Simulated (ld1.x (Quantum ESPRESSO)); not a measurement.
# Cd (Z = 48): PAW pseudisation with PW91, scalar-relativistic reference atom.

ld1.x (Quantum ESPRESSO) 7.5 input, shortened:

```
&input
   title='Cd', zed=48., rel=1, dft='PW91', iswitch=3,
   config='[Kr] 4d10 5s2 5p0'
 /
 &inputp
   pseudotype=3, lpaw=.true., tm=.true., lloc=-2, rcloc=2.20,
   nlcc=.true., new_core_ps=.true.,
   which_augfun='BESSEL', rmatch_augfun=1.15
 /
6
5S  1  0   2.00   0.00  2.05  2.35  0.0
5S  1  0   0.00   2.30  2.05  2.35  0.0
5P  2  1   0.00   0.00  3.15  3.30  0.0
5P  2  1   0.00   0.30  3.15  3.30  0.0
4D  3  2  10.00   0.00  1.30  1.75  0.0
4D  3  2   0.00  -0.85  1.30  1.75  0.0
 &test
   configts(1)='4d10 5s2 5p0'
 /
```

Poles of the logarithmic derivatives, all-electron (AE) and pseudo (PS). s: poles at 0.0, 3.9 (AE) and 0.0, 3.9 (PS) Ry. p: poles at 0.8, 4.8 (AE) and 0.8, 3.9 (PS) Ry. d: poles at -0.8, 2.1 (AE) and -0.8, 2.1 (PS) Ry. Test radius 3.62 bohr.

* Cutoffs needed: 40 Ry and 60 Ry (the cutoffs (Ry, on a coarse ladder) from which the occupation-weighted sum of valence levels, in a spherical-Bessel basis at the reference potential, stays within 10 and 1 mRy of its value at 400 Ry)
* Ghost test: no extra level below or beside the all-electron valence levels (s, p, d, f tested) (spherical-Bessel basis up to 400 Ry, 20 bohr box)
* Largest excitation error: -532 meV (all-electron minus pseudo) for 4d8 5s0 5p0, out of 7 test configurations
* Lowest eigenvalue of the overlap operator: 0.51 (s channel)
